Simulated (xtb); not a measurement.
Species: C2H5Br2In, SMILES `C[CH2][In]([Br])[Br]` (charge 0, multiplicity 1).

Problem. Give a relaxed geometry from GFN2-xTB (xtb 6.7.1).

Solution. This is not unique; one that fits is the end point of this relaxation, one of several conformers (outside a Z-matrix the atoms follow the SMILES, hydrogens last).
Bonded distances (Å): C1–C2 1.510, C1–H6 1.092, C1–H7 1.092, C1–H8 1.091, C2–In3 2.282, C2–H9 1.090, C2–H10 1.090, In3–Br4 2.520, In3–Br5 2.514. Bond angles (°): C2–C1–H6 111.3, C2–C1–H7 109.7, C2–C1–H8 111.3, H6–C1–H7 108.0, H6–C1–H8 108.3, H7–C1–H8 108.1, C1–C2–In3 109.7, C1–C2–H9 112.7, C1–C2–H10 113.0, In3–C2–H9 105.7, In3–C2–H10 105.7, H9–C2–H10 109.6, C2–In3–Br4 128.2, C2–In3–Br5 118.3, Br4–In3–Br5 113.5.
